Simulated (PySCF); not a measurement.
Simulated Si 1s region for `ClC[SiH]1[SiH2][SiH2][SiH2]1`, binding energy against the vacuum level.

Every computed line was given a Gaussian of 1.0 eV full width at half maximum and an area set by the number of equivalent atoms; the highest printed point is 100. The calculation used delta-SCF UKS SCAN, pcX-2 on the ionised atom, pcseg-1 elsewhere, spin-free X2C (PySCF).

(binding energy (eV), intensity): (1844.2, 0), (1844.3, 0), (1844.4, 1), (1844.5, 2), (1844.6, 4), (1844.7, 6), (1844.8, 11), (1844.9, 17), (1845.0, 25), (1845.1, 36), (1845.2, 49), (1845.3, 63), (1845.4, 77), (1845.5, 89), (1845.6, 97), (1845.7, 100), (1845.8, 98), (1845.9, 91), (1846.0, 80), (1846.1, 66), (1846.2, 52), (1846.3, 39), (1846.4, 27), (1846.5, 18), (1846.6, 12), (1846.7, 7), (1846.8, 4), (1846.9, 2), (1847.0, 1), (1847.1, 1), (1847.2, 0), (1847.3, 0)

Task: How many maxima does the curve show, and how many computed lines lie under it?

Result: The curve has 1 maximum (at 1845.7 eV). Under it lie 3 lines from 3 inequivalent silicon sites. At this width some lines have no maximum of their own.

Task: Decompose the envelope and assign each component. Numbering: `[Cl:1][CH2:2][SiH:3]1[SiH2:4][SiH2:5][SiH2:6]1`.

Result: 
| position (eV) | relative area | line | atoms | environment |
| --- | --- | --- | --- | --- |
| 1845.65 | 1 | Si 1s | Si5 | SiH2 silicon |
| 1845.69 | 2 | Si 1s | Si4/Si6 | SiH2 silicon |
| 1845.81 | 1 | Si 1s | Si3 | SiH silicon |

Task: What are the centre and the root-mean-square width of the whole band?

Result: The area-weighted mean of the lines is 1845.71 eV. Their own spread about it is 0.06 eV (rms) and each Gaussian has σ = 1.0/2.355 = 0.42 eV; the variances add, which gives 0.43 eV.

The 3 Si 1s values lie within 0.16 eV of each other; Gaussian lines of 0.5 eV full width would blend them into one maximum.

The curve has no shake-up lines and no vibrational structure. The first atom of each set that the bonding makes equivalent was ionised and stands for the set. Geometry: PBE0-D3(BJ)/def2-SVP, one conformer, isolated molecule.

Shape of the structure used: `[Cl:1][CH2:2][SiH:3]1[SiH2:4][SiH2:5][SiH2:6]1`: Cl1–C2–Si3–Si4 -47°.
